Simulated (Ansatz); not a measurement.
`C[O][Sn][Cl]` and `C[O][Sn][F]` differ in one atom or group.

Ansatz, PBE0-D4/def2-TZVP geometries, multiplicity 1. Each molecule was computed in one conformer, which needn't be the lowest.

Elements past krypton have def2 core potentials.

```tsv
property	`C[O][Sn][Cl]`
size of the dipole moment (PBE/def2-TZVPP) / D	1.73
LUMO energy (ωB97M-V/def2-TZVPP) / eV	-0.75
zero-point energy (PBE0-D4/def2-TZVP) / kJ/mol	111.1
LUMO energy (PBE/def2-TZVPP) / eV	-3.11
HOMO energy (ωB97M-V/def2-TZVPP) / eV	-9.98
HOMO–LUMO gap (B3LYP/def2-TZVPP) / eV	4.96
```

**Question.** What does the change do to each property? (Estimate.)

**Answer.** Ansatz gave: 
```json
{"property": "size of the dipole moment (PBE/def2-TZVPP) / D", "`C[O][Sn][F]`": "1.62", "shift": "-0.11"}
{"property": "LUMO energy (ωB97M-V/def2-TZVPP) / eV", "`C[O][Sn][F]`": "-0.55", "shift": "0.20"}
{"property": "zero-point energy (PBE0-D4/def2-TZVP) / kJ/mol", "`C[O][Sn][F]`": "112.9", "shift": "1.8"}
{"property": "LUMO energy (PBE/def2-TZVPP) / eV", "`C[O][Sn][F]`": "-2.92", "shift": "0.19"}
{"property": "HOMO energy (ωB97M-V/def2-TZVPP) / eV", "`C[O][Sn][F]`": "-10.09", "shift": "-0.11"}
{"property": "HOMO–LUMO gap (B3LYP/def2-TZVPP) / eV", "`C[O][Sn][F]`": "5.12", "shift": "0.16"}
```

Dipoles are sizes alone; their direction can turn.

B3LYP here is the variant with VWN-RPA as its local correlation; programs differ in this.
